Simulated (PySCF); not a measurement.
## Mayer bond orders and bond lengths

C₄H₂F₆O₃.
Numbering: `[F:1][C:2]1([F:3])[O:4][CH2:5][O:6][C@@:7]([F:8])([C:9]([F:10])([F:11])[F:12])[O:13]1` (hydrogens: H14, H15 on C5)

Structure used (PBE0-D3(BJ)/def2-SVP), in Å, numbered top down from 1:
```
atom  x, y, z in Å
F1    -2.1098   -0.9680   -0.9106
C2    -1.3671   -1.0738    0.2039
F3    -1.6548   -2.2132    0.7887
O4    -1.6563   -0.0627    1.0623
C5    -1.1475    1.1699    0.6314
O6     0.2414    1.0728    0.4694
C7     0.5912    0.0894   -0.4040
F8     0.3077    0.4723   -1.6737
C9     2.1118   -0.1414   -0.2992
F10    2.4882   -1.0527   -1.1809
F11    2.7503    0.9910   -0.5502
F12    2.4290   -0.5554    0.9164
O13   -0.0324   -1.1164   -0.1489
H14   -1.3375    1.8994    1.4244
H15   -1.6250    1.4752   -0.3157
```

Bond orders from the PBE0/pcSseg-1 density (PySCF). The structure is a single PBE0-D3(BJ)/def2-SVP conformer in the gas phase; no vibrational or solvent corrections.

Problem. Where do the orders between heavy atoms depart from those drawn in the SMILES?

Solution. The largest departure is 0.124, at C7–C9 (drawn single, 0.876). Drawn single, order below 0.88: C7–C9 (0.876).

Problem. Set the Mayer orders of the bonds beside their lengths.

Solution. 
```json
{"bond": "F1–C2", "drawn as": "single", "length (Å)": "1.343", "Mayer order": "0.993"}
{"bond": "C2–F3", "drawn as": "single", "length (Å)": "1.313", "Mayer order": "1.080"}
{"bond": "C2–O4", "drawn as": "single", "length (Å)": "1.358", "Mayer order": "1.041"}
{"bond": "O4–C5", "drawn as": "single", "length (Å)": "1.401", "Mayer order": "0.924"}
{"bond": "C5–O6", "drawn as": "single", "length (Å)": "1.402", "Mayer order": "0.922"}
{"bond": "O6–C7", "drawn as": "single", "length (Å)": "1.361", "Mayer order": "1.028"}
{"bond": "C7–F8", "drawn as": "single", "length (Å)": "1.356", "Mayer order": "0.956"}
{"bond": "C7–C9", "drawn as": "single", "length (Å)": "1.542", "Mayer order": "0.876"}
{"bond": "C9–F10", "drawn as": "single", "length (Å)": "1.323", "Mayer order": "1.033"}
{"bond": "C9–F11", "drawn as": "single", "length (Å)": "1.324", "Mayer order": "1.030"}
{"bond": "C9–F12", "drawn as": "single", "length (Å)": "1.323", "Mayer order": "1.039"}
{"bond": "C7–O13", "drawn as": "single", "length (Å)": "1.381", "Mayer order": "0.959"}
{"bond": "O13–C2", "drawn as": "single", "length (Å)": "1.381", "Mayer order": "0.975"}
{"bond": "C5–H14", "drawn as": "single", "length (Å)": "1.094", "Mayer order": "0.952"}
{"bond": "C5–H15", "drawn as": "single", "length (Å)": "1.104", "Mayer order": "0.933"}
```

By pair of heavy elements: C–F: lowest C7–F8 (0.956, 1.356 Å), highest C2–F3 (1.080, 1.313 Å). C–O: lowest C5–O6 and O4–C5 (0.922, 1.402 Å), highest C2–O4 (1.041, 1.358 Å). Bonds named together lie within 0.004.

Problem. Sum the orders of all bonds at each heavy atom with more than one neighbour and set the sums beside the valence in the SMILES.

Solution. C2 4.089 (drawn 4), O4 1.965 (drawn 2), C5 3.731 (drawn 4), O6 1.950 (drawn 2), C7 3.819 (drawn 4), C9 3.978 (drawn 4), O13 1.934 (drawn 2). Orders between atoms that aren't bonded are not in these sums.

The Mayer order sums products of elements of PS (density times overlap matrix) between the two atoms' basis functions, so it depends on the basis set.

These values come from a run that also computed NMR shieldings. On 2 threads, Intel Xeon Platinum 8488C (x86_64), no GPU (shared host), this took 28 s wall, 67 s CPU and 1.9 GiB of memory at its peak.
